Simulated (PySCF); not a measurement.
19F chemical shifts

Averaged over atoms made equivalent by symmetry, fast rotation or ring inversion, no solvent model, relativity neglected, one computed conformer. PBE0/pcSseg-1 with gauge-including orbitals; structure optimised with GFN2-xTB; PySCF 2.14.

Shieldings were converted by a linear fit to measured shifts: 19F: δ = 146.13 − 0.903σ +14.6 on sp3 carbon (rms 6.0 ppm, 223 shifts, 7.0 ppm with the 5 outliers that the fit left out vs CFCl3, solution or neat liquid). A few per cent of atoms miss by over 2 rms, more outside the fitted compound classes.

**Question.** Give the 19F shifts of `O=C(F)c1sccc1F`, `N#CC#CC(F)(F)C#CC(F)=C(F)F`.

**Answer.** 
```json
{"compound": "[O:1]=[C:2]([F:3])[c:4]1[s:5][cH:6][cH:7][c:8]1[F:9]", "environment": "F3: fluorine bonded to C", "δ (ppm)": "26.3"}
{"compound": "[O:1]=[C:2]([F:3])[c:4]1[s:5][cH:6][cH:7][c:8]1[F:9]", "environment": "F9: aryl fluorine", "δ (ppm)": "-105.6"}
{"compound": "[N:1]#[C:2][C:3]#[C:4][C:5]([F:6])([F:7])[C:8]#[C:9][C:10]([F:11])=[C:12]([F:13])[F:14]", "environment": "F6/7: fluorine of a CF2 group (×2)", "δ (ppm)": "-70.8"}
{"compound": "[N:1]#[C:2][C:3]#[C:4][C:5]([F:6])([F:7])[C:8]#[C:9][C:10]([F:11])=[C:12]([F:13])[F:14]", "environment": "F14: vinylic fluorine", "δ (ppm)": "-74.8"}
{"compound": "[N:1]#[C:2][C:3]#[C:4][C:5]([F:6])([F:7])[C:8]#[C:9][C:10]([F:11])=[C:12]([F:13])[F:14]", "environment": "F13: vinylic fluorine", "δ (ppm)": "-98.0"}
{"compound": "[N:1]#[C:2][C:3]#[C:4][C:5]([F:6])([F:7])[C:8]#[C:9][C:10]([F:11])=[C:12]([F:13])[F:14]", "environment": "F11: vinylic fluorine", "δ (ppm)": "-186.0"}
```

**Question.** Order these by 19F shift, lowest first.
A. C[SiH2]/C=C(/CF)[SiH2]P
B. FC(F)(F)c1cccc2cnnn12
C. F[C@H]1C[C@H]([SiH2][SiH2]P)C1
D. C=C[SiH2][Si@@](C)(P)CF
E. C=Cc1cccc(F)c1O[SiH3]

**Answer.** D (-257.9 ppm, fluorine on an sp3 carbon), A (-218.8 ppm, fluorine on an sp3 carbon), C (-159.7 ppm, fluorine on an sp3 carbon), E (-148.0 ppm, aryl fluorine), B (-68.8 ppm, fluorine of a CF3 group).
